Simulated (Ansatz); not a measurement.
Cartesian coordinates in Å:
```
S 1.010 2.028 0.264
Si -0.216 0.372 -0.280
C -0.444 -1.033 0.810
C 0.386 -1.316 -0.204
H 0.341 2.883 -0.525
H -1.238 0.833 -1.246
H -0.806 -1.582 1.673
H 0.966 -2.185 -0.493
```

The species carries charge 0 and has multiplicity 1.

Problem. List the B3LYP/def2-TZVPP orbital energies in eV (Ansatz). (Estimate.)

Solution. The calculation gave: Occupied: -2417.88, -1799.54, -277.16, -277.14, -215.91, -160.47, -160.38, -160.28, -144.00, -99.34, -99.32, -99.30, -21.98, -20.04, -15.04, -14.41, -12.50, -11.60, -9.41, -9.12, -8.24, -8.05, -6.79. Lowest empty: -0.62, -0.04, 0.24, 0.63, 1.37, 2.17, 2.89, 3.15.

B3LYP here is the variant with VWN-RPA as its local correlation; programs differ in this.
